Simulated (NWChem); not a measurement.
Molecule: C3H3NOSi; SMILES C#C[SiH2]OC#N

```xyz
9

C      1.3644    -2.3989    -0.0781
C      0.4050    -1.6541    -0.0095
Si    -1.0245    -0.5367     0.1066
O     -0.5832     1.0021    -0.5115
C      0.3249     1.7851    -0.0671
N      1.1385     2.5220     0.3128
H      2.2156    -3.0555    -0.1395
H     -1.4436    -0.3566     1.5187
H     -2.1298    -0.9515    -0.7842
```
Atoms are numbered in this order, from 1.

Level: PBE0/def2-SVP (NWChem), optimised geometry, unscaled harmonic frequencies. 

```json
[
 {"frequency (cm⁻¹)": "41", "IR intensity (km/mol)": "1.9"},
 {"frequency (cm⁻¹)": "114", "IR intensity (km/mol)": "3.2"},
 {"frequency (cm⁻¹)": "161", "IR intensity (km/mol)": "0.2"},
 {"frequency (cm⁻¹)": "228", "IR intensity (km/mol)": "8.9"},
 {"frequency (cm⁻¹)": "353", "IR intensity (km/mol)": "27.2"},
 {"frequency (cm⁻¹)": "520", "IR intensity (km/mol)": "3.7"},
 {"frequency (cm⁻¹)": "533", "IR intensity (km/mol)": "15.2"},
 {"frequency (cm⁻¹)": "639", "IR intensity (km/mol)": "69.4"},
 {"frequency (cm⁻¹)": "658", "IR intensity (km/mol)": "78.7"},
 {"frequency (cm⁻¹)": "704", "IR intensity (km/mol)": "73.1"},
 {"frequency (cm⁻¹)": "744", "IR intensity (km/mol)": "9.7"},
 {"frequency (cm⁻¹)": "755", "IR intensity (km/mol)": "31.0"},
 {"frequency (cm⁻¹)": "776", "IR intensity (km/mol)": "24.0"},
 {"frequency (cm⁻¹)": "890", "IR intensity (km/mol)": "334.5"},
 {"frequency (cm⁻¹)": "940", "IR intensity (km/mol)": "136.3"},
 {"frequency (cm⁻¹)": "1239", "IR intensity (km/mol)": "219.8"},
 {"frequency (cm⁻¹)": "2174", "IR intensity (km/mol)": "81.2"},
 {"frequency (cm⁻¹)": "2290", "IR intensity (km/mol)": "68.4"},
 {"frequency (cm⁻¹)": "2322", "IR intensity (km/mol)": "75.1"},
 {"frequency (cm⁻¹)": "2439", "IR intensity (km/mol)": "274.8"},
 {"frequency (cm⁻¹)": "3469", "IR intensity (km/mol)": "56.5"}
]
```

The zero-point energy is 31.4 kcal/mol, the thermal correction to the enthalpy at 298.15 K (with zero-point energy) is 36.5 kcal/mol and the heat capacity Cv is 23.5 cal/(mol K). The entropy at 298.15 K and 1 atm (symmetry number 1) is 84.4 cal/(mol K) and the dipole moment comes out as 4.92 D.

Rigid rotor and harmonic oscillator; modes under 100 cm⁻¹ make the entropy uncertain.
